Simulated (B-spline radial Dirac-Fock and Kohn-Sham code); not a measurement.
**Relativistic shifts of the levels of P⁸⁺**

System: P⁸⁺ in the configuration [He] 2s2 2p3.

Both columns are ΔSCF binding energies of the configuration average from a radial B-spline solver: non-relativistic Hartree-Fock with a point nucleus, and Dirac-Fock with a finite nucleus and the Coulomb interaction alone, averaged over the two j levels with weights 2j+1.

| shell | Hartree-Fock (eV) | Dirac-Fock (eV) | shift (eV) | shift (%) |
| --- | --- | --- | --- | --- |
| 1s | 2427.2 | 2434.1 | +6.86 | +0.28 |
| 2s | 405.4 | 406.8 | +1.44 | +0.35 |
| 2p | 366.2 | 366.4 | +0.27 | +0.07 |

Relativity binds 1s, 2s, 2p more strongly, among those listed most of all 2s in relative terms.

Values without a named source are computed, but for edge energies of neutral atoms, which are taken from tables.
